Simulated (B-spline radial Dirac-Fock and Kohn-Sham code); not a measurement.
## Binding energies of Ir⁴³⁺ at several levels of theory

System: the Ir⁴³⁺ ion, configuration [Ar] 3d10 4s2 4p4.

The density-functional columns are spherical, spin-unpolarised Dirac-Kohn-Sham results without Breit or QED terms: −ε is minus the orbital energy of the initial state and ΔSCF the difference of two total energies. The reference in the last column comes from Dirac-Fock (average of configuration) total-energy differences with a finite nucleus, the Breit interaction including its frequency dependence, and self-energy and vacuum-polarisation corrections. All numbers are from a radial B-spline solver, in eV; a selection of levels is shown. The Kohn-Sham columns are given as differences from the reference. For the 1s level of heavy atoms much of the gap between ΔSCF and the reference is the Breit and QED part, -400.5 eV here; for other levels the error of the functional can be larger.

```
level  LDA −ε − DF  LDA ΔSCF − DF  Dirac-Fock
    K       -232.3         +387.9     78239.4
   L1       -195.0          -54.4     15541.6
   L2       -143.5          +29.1     14944.9
   M1       -111.8          -52.8      5203.7
   M2        -91.4          -29.2      4943.1
   M4        -64.2           +1.9      4152.1
   M5        -65.8           -1.2      4073.0
   N1        -32.0           -1.5      2430.8
 N2,3        -23.9           +5.8      2238.9
```

Values without a named source are computed, but for edge energies of neutral atoms, which are taken from tables.
